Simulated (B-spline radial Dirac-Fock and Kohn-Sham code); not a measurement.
## Anomalous scattering factors of Tc, 29.07 keV to 78.97 keV

Model: the dispersion relation over Dirac-Hartree-Slater subshell photoionisation cross sections, with the Kissel-Pratt high-energy constant (isolated atom, no bound-bound lines or fine structure). Program: an atomic code on a B-spline grid. The forward scattering factor is f₀ + f′ + i f″.

Input of the calculation (task.json; shells as n, l, electrons):

```json
{"items": [{
  "Z": 43,
  "q": 0,
  "cfg": [[1, 0, 2], [2, 0, 2], [2, 1, 6], [3, 0, 2], [3, 1, 6], [3, 2, 10], [4, 0, 2], [4, 1, 6], [4, 2, 5], [5, 0, 2]],
  "A": 97,
  "rrms": 4.4112,
  "do": "dispersion",
  "hv": [699.2, 699.5, 896.3, 933.0, 1000.0, 1215.0, 1253.6, 1470.0, 1486.9, 2000.0, 2448.0, 2984.4, 4000.0, 4065.0, 4510.9, 4513.0, 5414.7, 5657.0, 6000.0, 6403.9, 6930.3, 7505.0, 7806.0, 8047.8, 9251.7, 12000.0, 14990.0, 15000.0, 17479.3, 17870.0, 22162.9, 24209.8, 29070.0, 29650.0, 30000.0, 30230.0, 38960.0, 39380.0, 40000.0, 41250.0, 46480.0, 52440.0, 56500.0, 78970.0],
  "edges": {"K": 21044.0, "L1": 3043.0, "L2": 2793.0, "L3": 2677.0, "M1": 544.0, "M2": 447.6, "M3": 417.7, "M4": 257.6, "M5": 253.9, "N1": 69.5}
}]}
```

Launch: `python xray2_run.py task.json out`

Edges near this range: K 21044.0 eV.

```
hν (eV)   λ (Å)  f′ (e)  f″ (e)  tabulated f′  tabulated f″
  29070  0.4265  -0.136   2.154         -0.14          2.14
  29650  0.4182  -0.092   2.083         -0.10          2.06
  30000  0.4133  -0.068   2.042         -0.07          2.02
  30230  0.4101       ?       ?             ?             ?
  38960  0.3182   0.186   1.300          0.18          1.29
  39380  0.3148   0.189   1.276          0.18          1.26
  40000  0.3100   0.193   1.241          0.19          1.23
  41250  0.3006   0.199   1.176          0.19          1.16
  46480  0.2667   0.203   0.950          0.20          0.94
  52440  0.2364   0.185   0.763          0.18          0.75
  56500  0.2194   0.167   0.665          0.16          0.65
  78970  0.1570   0.066   0.355          0.06          0.35
```

Q: What are f′ and f″ at 30230 eV?

A: f′ = -0.054 and f″ = 2.016 electrons (tables: -0.06 and 2.00). By the optical theorem f″ corresponds to a photoabsorption cross section 2 rₑ λ f″ = 4660 b.

Tabulated f′: xraylib 4.2 anomalous scattering factors (Cullen et al., EPDL97); f″: Chantler's tables (J. Phys. Chem. Ref. Data 1995 and 2000). Both are theoretical tables.
